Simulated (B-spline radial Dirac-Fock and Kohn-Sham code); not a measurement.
**Kr⁺ in Watson spheres of different radius**

Level of theory: Dirac-Fock energy differences between relaxed states, corrected for Breit and QED terms; a radial atomic solver. The ion, [Ar] 3d10 4s2 4p5, sits in a hollow sphere of charge Q = -1, a simple model of the Madelung potential. Inside the sphere an electron's potential energy is raised by the constant 14.40·|Q|/R eV, so binding energies fall by about that much as long as the orbitals stay inside.

```
radius (Å)  14.40 |Q|/R (eV)  1s (eV)  2s (eV)  2p1/2 (eV)  3s (eV)  3p1/2 (eV)  3d3/2 (eV)  3d5/2 (eV)  4s (eV)  4p (eV)
         2              7.20  14332.4   1936.8      1738.3    301.7       230.8       99.24       98.00    34.51    16.99
       2.2              6.55  14333.0   1937.4      1738.9    302.4       231.5       99.87       98.63    35.15    17.62
```

From the smallest to the largest radius 1s moves by +0.6 eV, while the constant potential alone would give +0.7 eV; the difference comes from charge outside the sphere and its screening.

Values without a named source are computed, but for edge energies of neutral atoms, which are taken from tables.
